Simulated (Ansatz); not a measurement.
## A cut through the energy surface

C₂H₄BN (SMILES CB=C=N), closed shell, at its PBE0-D4/def2-TZVP minimum:

```
atom    x (Å)    y (Å)    z (Å)
  C1   0.7448   1.1451   0.6266
  B2   0.0949  -0.0760  -0.0055
  C3  -0.5570  -1.1651  -0.5503
  N4  -1.0566  -2.2206  -0.9725
  H5   0.6663   2.0571   0.0301
  H6   1.7809   0.9910   0.9370
  H7   0.1705   1.3282   1.5478
  H8  -1.8437  -2.0597  -1.6132
```

The bond length C3–N4 (1.242 Å at the minimum) is set to the values below, the two halves moving rigidly along the bond. Each method's energies count from its own value at the PBE0-D4 minimum structure. 1 of 9 computed points, where the reference changed state or T1 grew large, are left out. Ansatz 0.2.0; basis: def2-TZVPP; cores frozen in the correlated methods.

CCSD(T) energies along the scan:
```
bond length (Å)  CCSD(T) (eV)
          1.018         3.424
          1.071         1.830
          1.147         0.539
          1.237         0.007
          1.336         0.155
          1.443         0.766
          1.556         1.627
          1.676         2.589
```
They count from the CCSD(T) energy at the PBE0-D4 minimum.

Minimum and curvature along this coordinate at CCSD(T): A fifth-order fit through the nearest points gives 1.260 Å, with a curvature of about 67 eV/Å².

Treat the two halves as rigid bodies and work out the harmonic wavenumber of this stretch from that curvature (ν̃ = 521.5 √(k/μ) cm⁻¹ with k in eV/Å² and μ in u).

The halves weigh 37.86 and 15.02 u, so μ = 37.86 × 15.02/52.88 = 10.754 u and ν̃ = 521.5 √(67/10.754) ≈ 1300 cm⁻¹. A true normal mode mixes in other motions, so this is a guide only.

Largest difference from the CCSD(T) curve over the scan: PBE-D4 0.197; PBE0-D4 0.649; wB97M-V 0.686 eV. Each curve counts from its own value at the minimum.

No T1 diagnostic of these runs exceeds 0.027. The T1 diagnostic is large here, which may signal multireference character or strong orbital relaxation, so CCSD(T) is less sure. The restricted Hartree–Fock reference is unstable towards an unrestricted one here. A large double-excitation amplitude points to some diradical character; no triplet was computed.

For scale, one of the runs: CCSD(T)/def2-TZVPP, 180 basis functions (an equivalent command: `ansatz run in.yaml --threads 2`). Hardware: 2 CPU threads, shared host. Wall time 80 s; peak host memory 1.8 GiB.
